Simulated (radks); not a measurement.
The numbers below are computed, except where a source is named.
Removal energies from the zinc ion Zn6+, [Ar] 3d(3/2: 4, 5/2: 2), by Delta-SCF beside the eigenvalue of the level emptied. Code: a radial shooting solver on a logarithmic mesh with Libxc functionals. Model: Dirac Kohn-Sham, relativistic LDA (MacDonald-Vosko exchange, VWN5 correlation), spin-unpolarised, spherical densities, finite nucleus; Fermi nuclear charge, rms radius of each element as measured or else 0.836 A^(1/3) + 0.57 fm. Sub-shells are occupied by j as written (lower j first in brackets).

| removed from | final configuration | Delta-SCF (eV) | -eigenvalue (eV) |
|---|---|---|---|
| 3d5/2 | [Ar] 3d(3/2: 4, 5/2: 1) | 140.13 | 125.69 |
| 3d3/2 | [Ar] 3d(3/2: 3, 5/2: 2) | 140.68 | 126.19 |
| 3p3/2 | [Ne] 3s2 3p(1/2: 2, 3/2: 3) 3d(3/2: 4, 5/2: 2) | 215.08 | 200.38 |
| 3p1/2 | [Ne] 3s2 3p(1/2: 1, 3/2: 4) 3d(3/2: 4, 5/2: 2) | 218.61 | 203.78 |
